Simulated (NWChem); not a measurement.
System: Si₂H₄OClF; SMILES [Si@H](F)([SiH2]Cl)O

NWChem input:

```
start job
memory heap 200 mb stack 900 mb global 1100 mb
geometry units angstroms noautoz
  O      1.344948     1.523834    -0.682077
  Si     0.074982     1.235660     0.332601
  F     -1.057723     2.394024     0.158348
  Si    -0.861474    -0.799542    -0.336991
  Cl     0.481109    -2.293089     0.203342
  H      1.973759     2.212867    -0.445814
  H      0.492322     1.281099     1.763216
  H     -2.154962    -1.057972     0.359138
  H     -1.076803    -0.848876    -1.811058
end
basis spherical
  * library def2-tzvp
end
dft
  xc xpbe96 cpbe96
  iterations 150
  semidirect filesize 400000000
  mulliken
end
task dft energy
```

Excerpt of the output:

```
             Northwest Computational Chemistry Package (NWChem) 7.3.0
             --------------------------------------------------------

 C1  symmetry detected

                             Geometry "geometry" -> ""
                             -------------------------

 Output coordinates in angstroms (scale by  1.889725989 to convert to a.u.)

  No.       Tag          Charge          X              Y              Z
 ---- ---------------- ---------- -------------- -------------- --------------
    1 O                    8.0000     1.53307953     1.38493251    -0.54567270
    2 Si                  14.0000     0.17438236     1.18320845     0.37012134
    3 F                    9.0000    -0.85293730     2.42558190     0.13281478
    4 Si                  14.0000    -0.85989085    -0.76845531    -0.39710610
    5 Cl                  17.0000     0.32438287    -2.36463655     0.21516241
    6 H                    1.0000     2.19260201     2.02202392    -0.25389436
    7 H                    1.0000     0.48825141     1.18236103     1.82764738
    8 H                    1.0000    -2.21647544    -0.93549027     0.19977784
    9 H                    1.0000    -0.96996857    -0.78631439    -1.88345663

 Effective nuclear repulsion energy (a.u.)     356.9253860000

  pbe96 is a nonlocal functional; adding pw91lda local functional.

                                 NWChem DFT Module
                                 -----------------

 Summary of "ao basis" -> "ao basis" (spherical)
 ------------------------------------------------------------------------------
       Tag                 Description            Shells   Functions and Types
 ---------------- ------------------------------  ------  ---------------------
 O                         def2-tzvp                11       31   5s3p2d1f
 Si                        def2-tzvp                13       37   5s5p2d1f
 F                         def2-tzvp                11       31   5s3p2d1f
 Cl                        def2-tzvp                13       37   5s5p2d1f
 H                         def2-tzvp                 4        6   3s1p

            General Information
            -------------------
          SCF calculation type: DFT
          Wavefunction type:  closed shell.
          No. of atoms     :     9
          No. of electrons :    66
           Alpha electrons :    33
            Beta electrons :    33
          Charge           :     0
          Spin multiplicity:     1
          Use of symmetry is: off; symmetry adaption is: off
          Maximum number of iterations: 150
          AO basis - number of functions:   197
                     number of shells:    77
          Convergence on energy requested:  1.00D-06
          Convergence on density requested:  1.00D-05
          Convergence on gradient requested:  5.00D-04

              XC Information
              --------------
          PerdewBurkeErnzerhof Exchange Functional  1.000
            Perdew 1991 LDA Correlation Functional  1.000 local
           PerdewBurkeErnz. Correlation Functional  1.000 non-local

             Grid Information
             ----------------
          Grid used for XC integration:  medium
          Radial quadrature: Mura-Knowles
          Angular quadrature: Lebedev.
          Tag              B.-S. Rad. Rad. Pts. Rad. Cut. Ang. Pts.
          ---              ---------- --------- --------- ---------
          O                   0.60       49          12.0       434
          Si                  1.10       88          11.0       590
          F                   0.50       49          12.0       434
          Cl                  1.00       88          12.0       590
          H                   0.35       45          13.0       434
          Grid pruning is: on
          Number of quadrature shells:   542
          Spatial weights used:  Erf1

      Superposition of Atomic Density Guess
      -------------------------------------

 Sum of atomic energies:       -1213.35013202

      Non-variational initial energy
      ------------------------------

 Total energy =   -1214.570431
 1-e energy   =   -2391.720354
 2-e energy   =     820.224537
 HOMO         =      -0.308816
 LUMO         =       0.001426

------------------------------------------------------------
EAF file 0: "./job.aoints.0" size=528482304 bytes
------------------------------------------------------------
               write      read    awrite     aread      wait
               -----      ----    ------     -----      ----
     calls:     1008         0         0         0         0
   data(b): 5.28e+08  0.00e+00  0.00e+00  0.00e+00
   time(s): 0.00e+00  0.00e+00  0.00e+00  0.00e+00  0.00e+00
rate(mb/s): 0.00e+00  0.00e+00
------------------------------------------------------------

     ---------------------------------------------
      Total Density - Mulliken Population Analysis
     ---------------------------------------------

    Atom       Charge   Shell Charges
 -----------   ------   -------------------------------------------------------
    1 O    8     8.83   0.79  1.18  0.59  0.95  0.24  2.02  2.20  0.84  0.00  0.01  0.00
    2 Si  14    13.01   2.00  0.59  1.39  0.82  0.40  4.10  1.73  0.46  0.91  0.22  0.17  0.16  0.07
    3 F    9     9.53   0.77  1.20  0.61  1.02  0.31  2.37  2.36  0.88  0.00  0.01  0.00
    4 Si  14    13.53   2.00  0.59  1.39  0.87  0.47  4.11  1.73  0.48  1.25  0.43  0.08  0.12  0.02
    5 Cl  17    17.40   2.01  0.45  1.52  1.11  0.84  4.19  1.69  1.11  2.96  1.51  0.00  0.02  0.00
    6 H    1     0.55   0.20  0.25  0.06  0.04
    7 H    1     1.07   0.23  0.53  0.30  0.01
    8 H    1     1.04   0.22  0.54  0.27  0.01
    9 H    1     1.04   0.23  0.54  0.27  0.01

   convergence    iter        energy       DeltaE   RMS-Dens  Diis-err
 ---------------- ----- ----------------- --------- --------- ---------
 d= 0,ls=0.0,diis     1  -1216.1258989313 -1.57D+03  7.17D-03  2.32D+00
 d= 0,ls=0.0,diis     2  -1215.8336540978  2.92D-01  5.37D-03  4.59D+00
 d= 0,ls=0.0,diis     3  -1216.2279697160 -3.94D-01  1.21D-03  4.62D-01
 d= 0,ls=0.0,diis     4  -1216.2613779151 -3.34D-02  6.47D-04  1.86D-02
 d= 0,ls=0.0,diis     5  -1216.2634966842 -2.12D-03  2.20D-04  5.07D-03
  Resetting Diis
 d= 0,ls=0.0,diis     6  -1216.2641448435 -6.48D-04  4.45D-05  1.11D-04
 d= 0,ls=0.0,diis     7  -1216.2641555018 -1.07D-05  2.46D-05  1.18D-05
 d= 0,ls=0.0,diis     8  -1216.2641537095  1.79D-06  1.42D-05  3.08D-05
 d= 0,ls=0.0,diis     9  -1216.2641566656 -2.96D-06  2.76D-06  1.23D-06
 d= 0,ls=0.0,diis    10  -1216.2641567810 -1.15D-07  5.11D-07  3.95D-08

         Total DFT energy =    -1216.264156780997
      One electron energy =    -2395.514568305681
           Coulomb energy =      912.397625089525
    Exchange-Corr. energy =      -90.072599564821
 Nuclear repulsion energy =      356.925385999980

 Numeric. integr. density =       66.000005723656

                       DFT Final Molecular Orbital Analysis
                       ------------------------------------

 Vector   31  Occ=2.000000D+00  E=-3.019172D-01
              MO Center=  8.5D-01,  5.3D-01,  7.6D-02, r^2= 4.6D+00
   Bfn.  Coefficient  Atom+Function         Bfn.  Coefficient  Atom+Function
  ----- ------------  ---------------      ----- ------------  ---------------
     8      0.285287  1 O  pz                11      0.235553  1 O  pz
   151      0.180962  5 Cl px                14      0.167529  1 O  pz
     7     -0.160946  1 O  py               181     -0.151703  7 H  s
   182     -0.147785  7 H  s                 10     -0.136441  1 O  py
   153      0.130960  5 Cl pz               152      0.124196  5 Cl py

 Vector   32  Occ=2.000000D+00  E=-2.819931D-01
              MO Center= -1.8D-01, -1.9D+00, -6.2D-02, r^2= 2.8D+00
   Bfn.  Coefficient  Atom+Function         Bfn.  Coefficient  Atom+Function
  ----- ------------  ---------------      ----- ------------  ---------------
   153      0.399076  5 Cl pz               156      0.259942  5 Cl pz
   151     -0.246442  5 Cl px               150      0.189420  5 Cl pz
   154     -0.159117  5 Cl px               144     -0.155526  5 Cl pz
   193      0.134518  9 H  s                187     -0.132726  8 H  s
   188     -0.120963  8 H  s                194      0.119566  9 H  s

 Vector   33  Occ=2.000000D+00  E=-2.575264D-01
              MO Center= -1.6D-01, -3.7D-01,  1.4D-01, r^2= 4.5D+00
   Bfn.  Coefficient  Atom+Function         Bfn.  Coefficient  Atom+Function
  ----- ------------  ---------------      ----- ------------  ---------------
   152      0.229915  5 Cl py               115     -0.189669  4 Si py
    47      0.178013  2 Si py               151      0.166537  5 Cl px
   155      0.164635  5 Cl py               182      0.149721  7 H  s
    35     -0.139426  2 Si s                181      0.132191  7 H  s
   114     -0.130919  4 Si px                48      0.129284  2 Si pz

 Vector   34  Occ=0.000000D+00  E=-6.291593D-02
              MO Center= -5.0D-01, -2.2D-01, -1.0D-01, r^2= 4.6D+00
   Bfn.  Coefficient  Atom+Function         Bfn.  Coefficient  Atom+Function
  ----- ------------  ---------------      ----- ------------  ---------------
   118      0.538216  4 Si py                50      0.354984  2 Si py
   141      0.328426  5 Cl s                115      0.270914  4 Si py
   155      0.219587  5 Cl py                36     -0.211286  2 Si s
    47      0.191825  2 Si py               103     -0.187504  4 Si s
   152      0.174872  5 Cl py               114     -0.167843  4 Si px

[...]
```

Level: PBE/def2-TZVP. All runs use the structure optimised with PBE0/def2-SVP.
